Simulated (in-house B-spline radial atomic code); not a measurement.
# Ionising Sb6+ with different functionals

Computed with a B-spline radial code for spherical atoms: non-relativistic Hamiltonian, point nucleus, spin-polarised at highest spin, spherical fractional occupations for the functionals, and exact exchange of hybrids averaged over the configuration. The ionisation energy is the difference of two self-consistent energies, [Kr] 4d9 → [Kr] 4d8, without Breit or QED terms; ε is the level of the shell that loses the electron (its least bound occupied spin orbital). There is no spin-orbit coupling in this Hamiltonian.

```json
{"method": "PBE0", "rung": "global hybrid", "ΔSCF (eV)": "121.12", "-ε(4d) (eV)": "113.72"}
{"method": "B3LYP", "rung": "global hybrid", "ΔSCF (eV)": "121.11", "-ε(4d) (eV)": "113.11"}
{"method": "TPSSh", "rung": "global hybrid", "ΔSCF (eV)": "121.05", "-ε(4d) (eV)": "111.87"}
{"method": "M06-2X", "rung": "global hybrid", "ΔSCF (eV)": "121.00", "-ε(4d) (eV)": "116.98"}
{"method": "BHandHLYP", "rung": "global hybrid", "ΔSCF (eV)": "120.95", "-ε(4d) (eV)": "116.55"}
{"method": "r2SCAN0", "rung": "global hybrid", "ΔSCF (eV)": "121.37", "-ε(4d) (eV)": "114.06"}
{"method": "B97-1", "rung": "global hybrid", "ΔSCF (eV)": "121.06", "-ε(4d) (eV)": "113.15"}
{"method": "HSE06", "rung": "range-separated hybrid", "ΔSCF (eV)": "121.08", "-ε(4d) (eV)": "113.26"}
{"method": "wB97X", "rung": "range-separated hybrid", "ΔSCF (eV)": "120.88", "-ε(4d) (eV)": "115.99"}
{"method": "CAM-B3LYP", "rung": "range-separated hybrid", "ΔSCF (eV)": "121.05", "-ε(4d) (eV)": "115.09"}
{"method": "LC-wPBE", "rung": "range-separated hybrid", "ΔSCF (eV)": "121.07", "-ε(4d) (eV)": "116.18"}
```

Among the functionals, which spreads more, the ΔSCF values or the orbital energies?

The orbital energies: ΔSCF values span about 0.49 eV and the orbital energies 5.11 eV; here energy differences depend much less on the functional than eigenvalues do.

How do they compare with the NIST value?

NIST lists 117 eV ± 2 (tabulated theory, ground level to ground level). Errors run from +3.88 to +4.37 eV. The correlated functionals all miss on the same side by more than they spread, so the cause is common to them (relativity, Breit-QED terms, multiplet and fine-structure energies, or a listed next ion that isn't the cheapest removal here) and closeness doesn't rank the functionals.
